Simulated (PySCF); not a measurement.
Start geometry of `Clc1ccc[cH+]cc1` from GFN2-xTB (Å):
```
atom  x, y, z in Å
Cl1    2.7426   -1.7915   -0.1195
C2     1.3170   -0.8608   -0.0588
C3     1.4832    0.5333   -0.0033
C4     0.5202    1.5200    0.0538
C5    -0.8738    1.3960    0.0703
C6    -1.6300    0.2402    0.0346
C7    -1.1853   -1.0854   -0.0280
C8     0.1053   -1.5719   -0.0692
H9     2.5132    0.8709   -0.0057
H10    0.8961    2.5359    0.0914
H11   -1.4252    2.3276    0.1167
H12   -2.7053    0.3714    0.0580
H13   -1.9668   -1.8362   -0.0470
H14    0.2081   -2.6500   -0.1154
```

Q: What comes out of this run: PBE0-D3(BJ)/def2-SVP geometry optimisation, gas phase (PySCF 2.14.0)?

A: 
```
atom  x, y, z in Å
Cl1    2.5037   -1.7389   -0.0785
C2     1.0784   -0.8089   -0.0187
C3     1.2492    0.5865    0.0361
C4     0.2768    1.5757    0.0925
C5    -1.1203    1.4549    0.1098
C6    -1.8802    0.2928    0.0738
C7    -1.4294   -1.0337    0.0114
C8    -0.1320   -1.5260   -0.0295
H9     2.2886    0.9273    0.0337
H10    0.6624    2.5994    0.1287
H11   -1.6780    2.3950    0.1578
H12   -2.9660    0.4251    0.0966
H13   -2.2128   -1.7978   -0.0080
H14   -0.0267   -2.6138   -0.0763
```

The energy falls by 1.8 kJ/mol over 5 energy and gradient evaluations, the largest force component goes from 0.0075 to 1.4e-04 Eh/bohr, and the atoms move by 0.012 Å rms after alignment. Among the bonds, C3–H9, C4–H10, C5–H11, C6–H12, C7–H13 and C8–H14 change most and about equally (+0.010 to +0.011 Å). Bonds longer at the end by more than 0.005 Å: 9 of 14; shorter: 0. Rotational constants go from 3796, 1233, 930.4 to 3774, 1227, 926.2 MHz. The orientation of the end geometry is arbitrary; only internal coordinates are fixed.

The run used 146 basis functions and 35 SCF cycles in all. The run took 30 s of wall time on an AMD EPYC 9R45 with one thread (shared host), and the process peaked at 0.72 GiB of memory.

PBE0-D3(BJ)/def2-SVP frequencies: not computed here.
